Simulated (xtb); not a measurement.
Al(Cl)2(SH) (AlCl2HS), SMILES [SH][Al]([Cl])[Cl]. All values are semi-empirical tight-binding results from xtb (GFN2-xTB unless named), good for trends rather than for accurate numbers. Geometry optimised at GFN2-xTB. The values are those of a single conformer.

Optimised geometry:

Bonds (Å): Al1–Cl2 2.023, Al1–Cl3 2.032, Al1–S4 2.199, S4–H5 1.328. Bond angles (°): Cl2–Al1–Cl3 123.6, Cl2–Al1–S4 118.3, Cl3–Al1–S4 118.1, Al1–S4–H5 93.5.

For metal compounds this method's bond lengths and energies can be far off.

| Property | Value |
|---|---|
| point group as xtb finds it | Cs |
| orbital gap | 3.72 eV |
| zero-point energy | 7.4 kcal/mol |
| G − E(el) at 298.15 K (modified RRHO) | -12.6 kcal/mol |

Give the atomic charges and the Wiberg bond orders between heavy atoms. (Estimate from the structure and the level; the computed values follow.)

charges (e) Al1 0.36, Cl2 -0.13, Cl3 -0.15, S4 -0.28, H5 0.19. Bond orders Al1–Cl2 1.35, Al1–Cl3 1.31, Al1–S4 1.20.
